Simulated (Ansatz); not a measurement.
Consider the ligand exchange at a Ge–O bond: `C[O][GeH2][OH]` + `C[SeH]` → `C[Se][GeH2][OH]` + CH₃OH.

Computed with Ansatz on PBE0-D4/def2-TZVP structures; ΔE is electronic, products minus reactants. CCSD(T)/CBS adds triple-zeta CCSD(T) − MP2 to the extrapolated MP2 energy (def2 sets, frozen cores). This one scheme is used for every species. Functionals use def2-TZVPP. For Ge, Se outer-core shells are correlated without core-valence functions, which leaves a few kJ/mol of doubt a bond. Scalar relativity is left out up to krypton. Each species was taken in one conformer, which may not be the lowest.

CCSD(T)/CBS gives -31.4 kJ/mol.

(1) Another level gave -30.0 kJ/mol. Which?
A. HF/def2-TZVPP
B. MP2/def2-TZVPP
C. PBE/def2-TZVPP
D. CCSD/def2-TZVPP

Largest T1 diagnostic among the species: 0.012.

## Answers

(1) B. MP2/def2-TZVPP -30.0, PBE -37.1, CCSD/def2-TZVPP -24.6, HF/def2-TZVPP -17.8 kJ/mol.

The D4 term adds −4.2 kJ/mol with B3LYP and −2.3 kJ/mol with PBE0; it sums over pairs of atoms, weighted by their polarisabilities, and B3LYP, whose exchange is more repulsive, gets the larger term. In def2-TZVPP, CCSD(T) changes the Hartree–Fock value by −8.4 kJ/mol (the triples alone add −1.5 kJ/mol) and MP2 by −12.2 kJ/mol.

B3LYP here is the variant with VWN-RPA as its local correlation; programs differ in this.
